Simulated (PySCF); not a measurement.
C₅H₇F, SMILES C(/F)=C(/C=C)C.

Geometry: B3LYP-D3(BJ)/def2-SVP. Other conformers were not sampled.

These are TDA-PBE/def2-SVPD (PySCF 2.14.0) values and carry that method's errors.

Vertical excitations. Isolated molecule, no solvent. State labels are in the subgroup Cs.

```csv
state,symmetry,energy (eV),λ (nm),f,main pairs
S1,A',5.67,219,0.462,"HOMO→LUMO 65 %, HOMO−1→LUMO 17 %, HOMO→LUMO+3 11 %"
S2,A",5.79,214,0.003,HOMO→LUMO+1 100 %
S3,A",6.24,199,0.010,HOMO→LUMO+2 100 %
S4,A',6.28,197,0.304,"HOMO−1→LUMO 45 %, HOMO→LUMO+3 25 %, HOMO→LUMO 22 %"
S5,A",6.48,191,0.014,HOMO→LUMO+4 98 %
S6,A",6.63,187,0.000,HOMO−2→LUMO 97 %
S7,A",7.11,174,0.000,HOMO−3→LUMO 99 %
S8,A",7.19,172,0.000,HOMO→LUMO+5 97 %
S9,A",7.27,170,0.000,HOMO→LUMO+6 97 %
S10,A",7.67,162,0.003,HOMO−1→LUMO+1 99 %
T1,A',3.10,399,0,HOMO→LUMO 98 %
T2,A',4.96,250,0,"HOMO−1→LUMO 83 %, HOMO→LUMO+3 15 %"
T3,A",5.72,217,0,HOMO→LUMO+1 100 %
T4,A',6.08,204,0,"HOMO→LUMO+3 84 %, HOMO−1→LUMO 15 %"
```
Triplets are in the Tamm–Dancoff approximation.
